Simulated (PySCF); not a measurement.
## Working with the constants of GeH⁻

UHF-CCSD(T) constants of GeH⁻, ³Σ⁻ (triplet), unpaired electrons π ↑↑ (basis Ge def2-TZVPPD, H def2-TZVPPD; no relativity; PySCF 2.14; masses 73.9212 and 1.0078 u):

| Quantity | Value |
| --- | --- |
| ωe | 1686.9 cm⁻¹ |
| ωexe | 36.6 cm⁻¹ |
| Be | 6.3972 cm⁻¹ |
| αe | 0.224 cm⁻¹ |
| D (centrifugal) | 0.000368 cm⁻¹ |

Question: Give the vibrational terms G(v) and spacings up to v = 5.

Answer: G(v) = ωe(v+½) − ωexe(v+½)².

| v | G(v) (cm⁻¹) | G(v) − G(v−1) | Bv (cm⁻¹) |
| --- | --- | --- | --- |
| 0 | 834 |  | 6.285 |
| 1 | 2448 | 1614 | 6.061 |
| 2 | 3988 | 1540 | 5.837 |
| 3 | 5456 | 1467 | 5.613 |
| 4 | 6850 | 1394 | 5.389 |
| 5 | 8171 | 1321 | 5.165 |

Correlated steps freeze 9 core orbitals. Spin–orbit coupling is left out. The state is the lowest determinant that a PBE0 search found; another state may lie lower at other levels.
